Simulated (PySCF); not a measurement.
In(H)3(py), C5H8InN, singlet (GFN2-xTB optimised geometry):

```
15

In    -2.923    -0.595     0.000
H     -3.150     1.077     0.000
H     -3.155    -1.381    -1.474
H     -3.199    -1.447     1.430
C      2.073    -0.454    -0.164
C      1.461    -1.028     0.939
C      0.077    -1.077     0.978
N     -0.675    -0.595     0.000
C     -0.095    -0.044    -1.057
C      1.279     0.050    -1.184
H      3.150    -0.399    -0.229
H      2.043    -1.430     1.753
H     -0.463    -1.512     1.811
H     -0.776     0.329    -1.816
H      1.716     0.504    -2.059
```

Level of theory: PBE0/def2-TZVP, def2 effective core potentials past Kr (PySCF).

Q: What are the frontier orbital energies and the dipole moment?

A: HOMO-2 -8.61 eV, HOMO-1 -7.16 eV, HOMO -6.99 eV, LUMO -1.91 eV, LUMO+1 -1.38 eV; dipole moment 6.72 D.

On the same geometry PySCF with PBE/def2-TZVP, def2 effective core potentials past Kr gives HOMO-2 -7.41 eV, HOMO-1 -5.97 eV, HOMO -5.83 eV, LUMO -2.83 eV, LUMO+1 -2.35 eV; dipole moment 6.65 D.
